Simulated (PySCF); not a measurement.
Compound: C6H5F.
SMILES: `C#C[C@@H]1C/C1=C/F`

Level: wB97X-D/def2-SVPD in PySCF, non-relativistic, on one gas-phase PBE0-D3(BJ)/def2-SVP geometry that isn't relaxed in the solvent. The solvent is an IEF-PCM continuum (cavity from Bondi-type radii × 1.2), and excitations are vertical TDDFT with non-equilibrium linear response and a frozen core. The model holds no explicit solvent molecules, cavitation or dispersion.

Gas-phase singlets (H = HOMO, L = LUMO):

```json
{"state": "S1", "E (eV)": "6.213", "λ (nm)": "200", "f": "0.004", "leading configurations": "H→L 30%, H→L+3 17%, H-1→L 12%"}
{"state": "S2", "E (eV)": "6.558", "λ (nm)": "189", "f": "0.028", "leading configurations": "H→L+1 20%, H-2→L+3 10%, H-2→L+1 9%"}
{"state": "S3", "E (eV)": "6.678", "λ (nm)": "186", "f": "0.004", "leading configurations": "H-2→L+1 24%, H-2→L+2 24%, H-2→L 17%"}
{"state": "S4", "E (eV)": "6.958", "λ (nm)": "178", "f": "0.015", "leading configurations": "H→L 25%, H→L+3 15%, H-1→L+3 10%"}
{"state": "S5", "E (eV)": "7.174", "λ (nm)": "173", "f": "0.050", "leading configurations": "H→L+1 29%, H-1→L+1 29%, H→L+3 10%"}
```

Question: What are the lowest 5 singlets in acetone (ε = 20.49)?

Answer: 
```csv
state,E (eV),λ (nm),f,leading configurations,change by rank (eV)
S1,6.303,197,0.006,"H→L 22%, H-1→L 18%, H-1→L+3 15%",+0.090
S2,6.622,187,0.051,"H→L+1 16%, H-2→L+3 11%, H→L+2 10%",+0.064
S3,6.747,184,0.006,"H-2→L+2 25%, H-2→L+1 23%, H-2→L 19%",+0.069
S4,7.040,176,0.055,"H→L 28%, H-1→L+3 20%, H→L+3 10%",+0.082
S5,7.160,173,0.009,"H→L+1 44%, H-1→L+1 18%, H→L+3 14%",-0.014
```

Question: Give the list for water (ε = 78.36), n² = 1.78.

Answer: 
| state | E (eV) | λ (nm) | f | leading configurations | change by rank (eV) |
| --- | --- | --- | --- | --- | --- |
| S1 | 6.309 | 197 | 0.006 | H→L 22%, H-1→L 19%, H-1→L+3 16% | +0.096 |
| S2 | 6.628 | 187 | 0.050 | H→L+1 15%, H-2→L+3 11%, H-1→L+2 10% | +0.070 |
| S3 | 6.753 | 184 | 0.006 | H-2→L+2 25%, H-2→L+1 22%, H-2→L 19% | +0.075 |
| S4 | 7.047 | 176 | 0.050 | H→L 26%, H-1→L+3 20%, H→L+3 10% | +0.089 |
| S5 | 7.159 | 173 | 0.007 | H→L+1 44%, H-1→L+1 17%, H→L+3 15% | -0.015 |

Question: How do the frontier levels move from gas to water?

Answer: 
```
orbital  gas (eV)  solvent (eV)  change (eV)
 LUMO+2      2.63          2.54        -0.09
 LUMO+1      2.16          2.19        +0.03
   LUMO      1.65          1.77        +0.12
   HOMO     -9.26         -9.30        -0.04
 HOMO-1     -9.59         -9.62        -0.03
 HOMO-2     -9.82         -9.95        -0.13
 HOMO-3    -11.92        -11.85        +0.07
```

The HOMO–LUMO gap goes from 10.91 to 11.06 eV. Rows go by rank; for HOMO-2, HOMO-1 and HOMO the atom shares or the degeneracy differ between the runs, so the row needn't follow one orbital.
